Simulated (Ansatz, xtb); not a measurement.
# GeH3OSi+: which of two structures lies lower

Structure I: a singlet given by its coordinates. Structure II: `[SiH2+][O][GeH]`, a singlet. Both are isolated ions in the gas phase, relaxed with B3LYP/6-31G*; the shapes shown needn't be the lowest conformers.

I (Å):

```xyz
6

Ge   -1.3618   -1.9927    4.3128
O    -0.1702   -1.7411    0.9981
Si   -0.3512   -2.8566    2.1529
H     0.2051   -1.9006    0.1136
H     0.1705   -4.1991    1.7566
H    -2.7139   -2.5281    3.6159
```

Close contacts (Å): Ge1–Si3 2.54, O2–Si3 1.62, Ge1–H6 1.61, O2–H4 0.97, Si3–H5 1.49.

II (Å):

```xyz
6

Ge    1.0690   -1.0583    2.0845
O    -0.3972   -2.3319    2.0338
Si   -1.5320   -3.3887    1.8253
H    -2.8446   -2.9461    1.3293
H    -1.2584   -4.8048    2.1162
H     0.7011   -0.7244    3.6100
```

Energies in hartree; the thermal terms are from B3LYP/6-31G* harmonic frequencies (ideal gas, rigid rotor, one conformer each, 298.15 K, 1 atm) and include the zero-point energy:

|  | I | II |
| --- | --- | --- |
| E, CCSD(T)/def2-TZVPP | −2441.304458 | −2441.320428 |
| zero-point energy | 0.028364 | 0.026666 |
| H(298 K) − E | 0.034897 | 0.033114 |
| G(298 K) − E | −0.001307 | −0.002585 |

Question: Work out ΔE, ΔE₀, ΔH and ΔG for I → II in kJ/mol (1 Eh = 2625.50 kJ/mol) and the equilibrium ratio [II]/[I].

Answer: 1. ΔE = −2441.320428 − (−2441.304458) = −0.015970 Eh = −41.93 kJ/mol.
2. ΔE₀ = ΔE + ΔZPE = −0.015970 + (−0.001698) Eh = −46.39 kJ/mol.
3. ΔH = ΔE + (−0.001783) Eh = −46.61 kJ/mol.
4. ΔG = ΔE + (−0.001278) Eh = −45.28 kJ/mol, so ΔS = (ΔH − ΔG)/T = −4.4 J/(mol K).
5. kT = 0.9442 mEh, so K = [II]/[I] = exp(−ΔG/kT) = exp(+18.27) ≈ 8.6 × 10^7.

Structure II is favoured at this temperature. An error of 4 kJ/mol in ΔG would change K by a factor of 5. Mirror images and further conformers aren't counted.

Other levels gave ΔE = −46.5 (B3LYP/6-31G*); −56.4 (HF/def2-TZVPP); −51.3 (MP2/def2-TZVPP) kJ/mol. The correlated steps freeze 15 core orbitals; the filled d shell of Ge is correlated, in a basis made for valence electrons. Programs: Ansatz 0.2.0.
